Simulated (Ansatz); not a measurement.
Reactions of GeH$_{7}$NSSi, SMILES `N[SiH2][GeH2][SH]`.

Gas-phase electronic energies from Ansatz, PBE0-D4/def2-TZVP geometries. CBS: MP2 limit from def2 TZ/QZ plus the TZ coupled-cluster correction, frozen cores. This one scheme is used for every species. Elements past krypton have def2 core potentials. For Ge, Se, Te outer-core shells are correlated without core-valence functions, which leaves a few kJ/mol of doubt a bond. Scalar relativity is left out up to krypton. Each species was taken in one conformer, which may not be the lowest.

| reaction | HF/CBS(def2) (kJ/mol) | CCSD(T)/CBS(def2) (kJ/mol) |
| --- | --- | --- |
| `N[SiH2][GeH2][SH]` + `O[SiH2][SiH2][SeH]` → `O[SiH2][GeH2][SH]` + `N[SiH2][SiH2][SeH]` | -1 | 2 |
| `N[SiH2][GeH2][SH]` + `N=C(F)S` → `N=C(F)S[SiH2]N` + `[SH][GeH3]` | -61 | -54 |
| `N[SiH2][GeH2][SH]` + `B[TeH]` → `B[Te][SiH2]N` + `[SH][GeH3]` | -48 | -47 |
| `N[SiH2][GeH2][SH]` + `N=CN=CN` → `N=[CH][GeH2][SH]` + `N/C=N/[SiH2]N` | -41 | -35 |
| `N[SiH2][GeH2][SH]` + `C[O][AlH][SeH]` → `N[SiH2][AlH][SeH]` + `C[O][GeH2][SH]` | 120 | 119 |
| `N[SiH2][GeH2][SH]` + `COC` → `C[O][GeH2][SH]` + `C[SiH2]N` | -110 | -106 |
| `N[SiH2][GeH2][SH]` + CH₄ → `[CH3][GeH2][SH]` + `N[SiH3]` | 17 | 28 |
| `N[SiH2][GeH2][SH]` + `C=CS` → `C=CS[SiH2]N` + `[SH][GeH3]` | -61 | -55 |
| `N[SiH2][GeH2][SH]` + `O[SiH3]` → `[SiH3][O][GeH2][SH]` + `N[SiH3]` | -59 | -34 |
| `N[SiH2][GeH2][SH]` + `CB(O)C=[Se]` → `O[SiH2][GeH2][SH]` + `CB(N)C=[Se]` | -26 | -22 |

Largest T1 diagnostic: 0.015, for `B[TeH]`.
